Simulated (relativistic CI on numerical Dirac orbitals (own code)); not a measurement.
Co3+ in a cubic cluster: L2,3 absorption with charge transfer

Computed with a charge-transfer multiplet model of a cubic metal-ligand cluster with up to 3 ligand holes, Slater and spin-orbit integrals from Dirac-Coulomb-Breit ions, Slater integrals scaled by 0.8. The parameters are those of a tetrahedral site (10Dq negative, t2 hopping the larger). The ground state mixes d6 with configurations of k ligand holes L, whose averages lie at kΔ + k(k − 1)U_dd/2; a core hole lowers each added d electron by U_cd. 20 K, Lorentzian 0.4 eV and Gaussian 0.3 eV FWHM.

Atomic integrals in eV (Slater integrals scaled, ζ unscaled), ground: F2dd 10.085, F4dd 6.299, zeta_d 0.071; with the core hole: F2dd 10.695, F4dd 6.685, zeta_d 0.093, zeta_core 9.664, F2cd 6.345, G1cd 4.816, G3cd 2.738.

Cluster parameters (eV): Δ = 0.9, U_dd = 7.5, U_cd = 8.4, 10Dq = -0.3, 10Dq(ligand) = 0, final-state hopping factor = 0.9.

| Case | n_d | d6 | d7L | d8L2 | d9L3 | S |
| --- | --- | --- | --- | --- | --- | --- |
| V(eg) = 0.63 eV, V(t2g) = -1.06 eV | 6.26 | 0.75 | 0.24 | 0.01 | 0.00 | 2.00 |
| V(eg) = 0.93 eV, V(t2g) = -1.57 eV | 6.37 | 0.65 | 0.33 | 0.02 | 0.00 | 2.00 |
| V(eg) = 1.23 eV, V(t2g) = -2.08 eV | 6.47 | 0.57 | 0.40 | 0.04 | 0.00 | 2.00 |
| V(eg) = 1.53 eV, V(t2g) = -2.58 eV | 6.55 | 0.51 | 0.43 | 0.05 | 0.00 | 1.99 |
| V(eg) = 1.83 eV, V(t2g) = -3.09 eV | 6.62 | 0.46 | 0.46 | 0.07 | 0.00 | 1.99 |

Weights, n_d and S are thermal averages at 20 K. Photon energies count from the first peak over 30 % of the highest in each spectrum, which can be another peak from case to case. The parameters are a model scan and need not match a compound or its usual spin state. Peaks in eV (height, largest 100):
- V(eg) = 0.63 eV, V(t2g) = -1.06 eV: -1.3 (23), 0.0 (100), 0.7 (83), 1.8 (39), 3.0 (16), 4.0 (14), 15.4 (37), 17.7 (9)
- V(eg) = 0.93 eV, V(t2g) = -1.57 eV: -2.1 (8), 0.0 (100), 0.7 (74), 1.9 (24), 4.6 (11), 5.4 (6), 15.5 (35), 17.5 (6), 18.6 (5)
- V(eg) = 1.23 eV, V(t2g) = -2.08 eV: -2.1 (9), 0.0 (100), 0.7 (64), 1.9 (20), 3.1 (14), 5.1 (8), 14.5 (16), 15.5 (33), 17.6 (6)
- V(eg) = 1.53 eV, V(t2g) = -2.58 eV: -2.3 (9), 0.0 (100), 1.9 (18), 2.3 (17), 3.2 (11), 14.4 (15), 15.4 (31), 17.6 (6)
- V(eg) = 1.83 eV, V(t2g) = -3.09 eV: -2.3 (11), 0.0 (100), 2.0 (17), 2.3 (17), 3.3 (9), 14.4 (14), 15.4 (29), 17.7 (6)

Curve for V(eg) = 1.53 eV, V(t2g) = -2.58 eV (points under 2 left out, the grid thinned):

```
E (eV)  Intensity
  -3.0        2.0
  -2.6        4.8
  -2.3        9.5
  -1.9        7.0
  -1.5       13.4
  -1.2       22.7
  -0.8       37.5
  -0.5       49.6
  -0.1       94.5
   0.3       69.4
   0.6       54.4
   1.0       40.2
   1.4       18.7
   1.7       17.0
   2.1       17.1
   2.5       15.1
   2.8       10.5
   3.2       10.8
   3.5        9.7
   3.9        7.4
   4.3        6.4
   4.6        5.6
   5.0        3.9
   5.4        4.1
   5.7        4.7
   6.1        3.6
   6.5        2.5
   6.8        2.2
   7.2        2.1
   7.5        2.3
  13.3        3.5
  13.7        4.5
  14.0        8.8
  14.4       15.3
  14.8       14.4
  15.1       23.5
  15.5       30.8
  15.9       18.9
  16.2       11.9
  16.6        7.0
  16.9        5.1
  17.3        4.8
  17.7        6.2
  18.0        3.9
  18.4        2.1
```

For the case V(eg) = 0.93 eV, V(t2g) = -1.57 eV, Δ = 0.9 eV is smaller than U_dd = 7.5 eV, the charge-transfer side of the Zaanen-Sawatzky-Allen scheme. With the core hole the configuration with one ligand hole lies at Δ + U_dd − U_cd = 0.0 eV from the one without, against Δ in the ground state.
